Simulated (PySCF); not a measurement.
4,4,4-trifluoro-2-butynenitrile, C₄F₃N.
SMILES: `FC(F)(C#CC#N)F`

Computed with PySCF at wB97X-D/def2-SVPD, non-relativistic, on one gas-phase PBE0-D3(BJ)/def2-SVP geometry that isn't relaxed in the solvent. The solvent is an IEF-PCM continuum (Bondi radii, 1.10 Å for H, scaled by 1.2), and excitations are vertical TDDFT with non-equilibrium linear response and a frozen core. The model holds no explicit solvent molecules, cavitation or dispersion.

```csv
run,E − E(gas) (kJ/mol),HOMO (eV),HOMO–LUMO gap (eV),dipole (D),lowest singlet (eV),static polarisability (au)
gas,0.00,-11.50,10.79,1.58,5.09,56.4
P,-12.43,-11.27,10.79,2.23,5.08,71.8
Q,-8.82,-11.33,10.79,2.04,5.09,67.3
```

Task: The runs were made in acetonitrile and chloroform. Which run belongs to which solvent?

Result: P = acetonitrile, Q = chloroform. The dielectric constants are 4.711 (chloroform), 35.69 (acetonitrile), and the energy falls further as ε rises. The optical constants n² used for the excitations are 2.09, 1.81 in the same order. In this model the ground state sees the solvent through ε alone.

Task: How constant is the ratio of the lowering to (ε − 1)/(2ε + 1)?

Result: 
| solvent | (ε − 1)/(2ε + 1) | E − E(gas) (kJ/mol) | ratio (kJ/mol) | polarisation term (kJ/mol) |
| --- | --- | --- | --- | --- |
| chloroform | 0.356 | -8.82 | -24.8 | -10.25 |
| acetonitrile | 0.479 | -12.43 | -25.9 | -15.26 |

The ratio changes by +4.7 % in size from chloroform to acetonitrile. The polarisation term is half the interaction of the solute with the induced surface charges.

Cost: about 30 s of CPU time on one thread; the machine was shared, so the figure is rough. This is the whole response run at wB97X-D/def2-SVPD in acetonitrile, SCF included.

The pairwise dispersion term of wB97X-D wasn't added to the energies; at a given geometry it leaves orbitals and properties as they are.
